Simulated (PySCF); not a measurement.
Compound: C₆H₁₁NSi.
Structure used (PBE0-D3(BJ)/def2-SVP), in Å, numbered top down from 1:
```
atom  x, y, z in Å
N1     2.1335   -0.0775    2.4290
C2     1.9103   -0.0313    1.2921
C3     1.5613    0.0290   -0.1157
C4     0.9627   -1.3047   -0.6175
C5    -0.3497   -1.6941    0.0610
C6    -1.5204   -0.7510   -0.2180
C7    -1.3149    0.6748    0.3098
Si8    0.2658    1.4180   -0.3819
H9     2.4746    0.2737   -0.6834
H10    0.8056   -1.2163   -1.7066
H11    1.7042   -2.1073   -0.4747
H12   -0.1840   -1.7639    1.1510
H13   -0.6221   -2.7088   -0.2702
H14   -1.7018   -0.7179   -1.3078
H15   -2.4351   -1.1786    0.2251
H16   -1.2257    0.6651    1.4106
H17   -2.1814    1.3132    0.0724
H18    0.1657    1.6315   -1.8602
H19    0.6875    2.6828    0.2866
```

Linear response at B3LYP/def2-SVPD (PySCF, frozen core in the response, non-relativistic).

Static isotropic polarisability: 97.24 au (14.41 Å³), principal values 90.2, 97.7, 103.8 au.

Question: What is the polarisability at 1064 nm and at the sodium D line?

Answer: 98.00 au at 1064 nm (+0.8 %), 99.80 au at 589.3 nm (+2.6 %). The rise at 589.3 nm is 3.35 times that at 1064 nm; a pure ω² law gives 3.26. The lowest singlet lies at 178 nm, shorter than both wavelengths.

Question: What is the isotropic C6 coefficient between two such molecules, C6 = (3/π)∫α(iω)² dω?

Answer: 3863 au (Eh·bohr⁶) by a ten-point quadrature over imaginary frequencies, which is 2310 eV·Å⁶ or 223 J·nm⁶/mol.

Question: Which effective excitation energy ω̄ makes London's formula C6 = (3/4)α²ω̄ exact here?

Answer: ω̄ = 4·C6/(3α²) = 0.545 Eh = 14.8 eV. A one-pole form α(ω) = α/(1 − ω²/ω̄²) fitted to the 1064 nm value gives 13.2 eV.

Question: What molar refraction at the D line follows from R = (4π/3)·N_A·α′, with α′ the polarisability volume?

Answer: α′ = 14.79 Å³ gives R = 37.31 cm³/mol, for isolated, non-vibrating species.

Question: How anisotropic is the static polarisability, by Δα² = ½[(α1 − α2)² + (α2 − α3)² + (α3 − α1)²]?

Answer: Δα = 11.7 au, or 0.12 of the isotropic value.

Question: How many electrons N does the Slater–Kirkwood formula C6 = (3/4)·√N·α^(3/2) need to give this C6?

Answer: N = (4·C6/3)²/α³ = 28.9; the species has 68 electrons in all.

Question: What n − 1 at the D line would an ideal gas of it have at 273.15 K and 1 atm (2.6868 × 10¹⁹ cm⁻³), by n − 1 = 2π·N·α′?

Answer: 24.97 × 10⁻⁴, a formal value whether or not that pressure can be reached.

One conformer stands for the species.
